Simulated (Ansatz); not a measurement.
Computed with Ansatz on PBE0-D4/def2-TZVP structures; ΔE is electronic, products minus reactants. CCSD(T)/CBS adds triple-zeta CCSD(T) − MP2 to the extrapolated MP2 energy (def2 sets, frozen cores). DFT in def2-TZVPP. B3LYP here is the variant with VWN-RPA as its local correlation; programs differ in this. def2 core potentials past Kr. For In outer-core shells are correlated without core-valence functions, which leaves a few kJ/mol of doubt a bond. Each species was taken in one conformer, which may not be the lowest.

Reaction (dimerisation): 2 `[OH][InH][Cl]` → `[Cl][In@H-]1[OH+][In@@H-]([Cl])[OH+]1`

(1) Is it downhill or uphill in electronic energy at CCSD(T)/CBS, and by how much? (An estimate is asked.)

(2) What do these levels give: BLYP-D4, r2SCANh-D4, ωB97X-V, PBE, B3LYP, r2SCANh, BHLYP, CCSD/def2-SVP, MP2/def2-TZVPP, MP2/def2-QZVPP, SCS-MP2/def2-QZVPP, HF/CBS(def2)? (Estimate.)

Largest T1 diagnostic among the species: 0.015.

Results:

(1) Computed: Downhill: ΔE = -231.0 kJ/mol.

(2) Computed: BLYP-D4 -184.3, r2SCANh-D4 -219.6, ωB97X-V -217.6, PBE -175.7, B3LYP -179.3, r2SCANh -215.2, BHLYP -205.6, CCSD/def2-SVP -263.4, MP2/def2-TZVPP -225.3, MP2/def2-QZVPP -229.2, SCS-MP2/def2-QZVPP -221.0, HF/CBS(def2) -204.1 kJ/mol.

Leaving LDA and LC-ωPBE aside and taking each functional with its dispersion term where it has one, the values, not all of them listed here, spread over 46.4 kJ/mol, from BHLYP-D4 to revPBE-D4. LDA lies −49.0 kJ/mol from PBE without D4. At CCSD(T), def2-SVP lies −33.1 kJ/mol from the extrapolated value and def2-TZVPP +7.5 kJ/mol. From BLYP to BHLYP (50 % exact exchange), in def2-TZVPP and without D4, ΔE moves by −50.2 kJ/mol.
